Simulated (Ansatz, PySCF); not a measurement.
1,3-dibromopropa-1,2-diene (C3H2Br2), SMILES BrC=C=CBr. Atoms are numbered in the order given.

```xyz
7

Br    -2.5934    -0.0650     0.2679
C     -1.1878     0.5408    -0.8721
C      0.0000     0.0000    -0.8780
C      1.1878    -0.5408    -0.8721
Br     2.5934     0.0650     0.2679
H     -1.4824     1.3773    -1.5110
H      1.4824    -1.3773    -1.5110
```
Charge 0, spin multiplicity 1.

Coordinates come from a B3LYP-D3(BJ)/def2-SVP optimisation.

Vertical ionisation energy (IE) and electron affinity (EA) in eV. Rows of orbital energies are one-electron estimates. Where ΔSCF, EOM or ADC give a negative EA the extra electron is unbound and the value depends on the basis.

```tsv
level	IE	EA
−ε(HOMO), −ε(LUMO), CAM-B3LYP/def2-TZVP (PySCF)	8.92	0.36
−ε(HOMO), −ε(LUMO), PBE/def2-TZVP (PySCF)	6.51	2.40
ΔSCF, PBE/def2-SVPD (Ansatz), final states of multiplicity 2 and 2	9.25	0.08
```

**Question.** What vertical singlet–triplet gap does ΔSCF give with PBE/def2-SVPD (Ansatz, a program for electronic structure)? (An estimate is asked for; the answer gives what the named calculation found.)

**Answer.** 3.77 eV (triplet above singlet where positive).
